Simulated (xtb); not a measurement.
C4H9LiO, singlet, at a GFN2-xTB geometry (such geometries of metal compounds can be far from the true shape). Base run: GFN2-xTB run with xtb 6.7.1.

Here is a job for xtb.
```
$ xtb mol.xyz --gfn 2 --json

# file mol.xyz
15

Li     0.95282533     1.83910014     1.90101642
O      0.43255239     0.83489297     0.86300098
C     -0.03502592    -0.06760544    -0.06988148
C      1.00996337    -1.17350099    -0.30087268
C     -1.34138713    -0.70998579     0.42925014
C     -0.30790875     0.64947623    -1.40393297
H      0.65889409    -1.89504914    -1.03388174
H      1.20824296    -1.68396616     0.63909625
H      1.93671757    -0.72571334    -0.65307142
H     -1.15549998    -1.21800808     1.37306708
H     -1.72553327    -1.42501360    -0.29348815
H     -2.08443706     0.06696570     0.59554582
H      0.61189980     1.10687161    -1.76194522
H     -1.04551189     1.43359257    -1.24729881
H     -0.67751677    -0.04642778    -2.15245897
```

The base run was repeated with changes; each row names its change, and settings that it needs were set with it.

```tsv
change	ΔE vs base (mEh)	HOMO-LUMO gap (eV)	dipole (D)	G_solv (kcal/mol)	SCF cycles
base	0.000	3.48	4.45	-	10
acc = 30	0.000	3.48	4.45	-	8
acc = 0.1	0.000	3.48	4.45	-	11
etemp = 10000	-18.549	4.48	1.88	-	11
alpb = thf	-24.335	3.67	4.56	-15.61	10
etemp = 5000	-1.416	3.66	4.04	-	10
alpb = hexane	-17.237	3.71	4.61	-11.26	10
file = coord	0.000	3.48	4.45	-	10
```

ALPB and GBSA are two models with their own fitted parameters for each solvent, which aren't always the measured dielectric constant.
